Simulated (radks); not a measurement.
The numbers below are computed, except where a source is named.
Task: The table gives one normalised radial function P(r) = r R(r) (large component) of Pd+ in [Kr] 4d9 (r in bohr). Level of theory: Dirac Kohn-Sham, Slater X-alpha with alpha = 0.816, spin-unpolarised, spherical densities, finite nucleus; open shells fill j = l - 1/2 first; Fermi nuclear charge, rms radius 4.5318 fm (a radial shooting solver on a logarithmic mesh with Libxc functionals).

| r | P |
|---|---|
| 0.00213 | 0.0046 |
| 0.003178 | 0.0083 |
| 0.004741 | 0.0153 |
| 0.00713 | 0.0289 |
| 0.01064 | 0.0540 |
| 0.01587 | 0.0986 |
| 0.02386 | 0.1734 |
| 0.0356 | 0.2761 |
| 0.0531 | 0.3773 |
| 0.07922 | 0.3857 |
| 0.1191 | 0.1605 |
| 0.1777 | -0.2958 |
| 0.2651 | -0.6147 |
| 0.3987 | -0.2386 |
| 0.5948 | 0.6693 |
| 0.8874 | 1.1357 |
| 1.324 | 0.7715 |
| 1.991 | 0.2482 |
| 2.97 | 0.0358 |
| 4.43 | 0.0017 |

Which n and l does it have? It may be an empty orbital.

Result: n = 4, l = 1: the number of nodes gives n - l - 1 = 2, the rise at small r points to l (for j = l - 1/2 the large component starts outside the nucleus as r^gamma with gamma = sqrt(l^2 - (Z/c)^2) = 0.94 and the r^(l+1) term takes over further out; the orbital of l - 1 with the same j starts with the same power, but with a larger coefficient, and does not steepen), and the extent must fit the shell. The curve is that of 4p1/2; the two j differ most near the nucleus, where j = l - 1/2 has the larger amplitude, and in heavy atoms j = l - 1/2 is also the more compact. 4p1/2: eigenvalue -67.367 eV, 2 radial nodes at r = 0.139, 0.447 bohr, <r> = 1.01 bohr, 90 % of the charge inside 1.50 bohr.
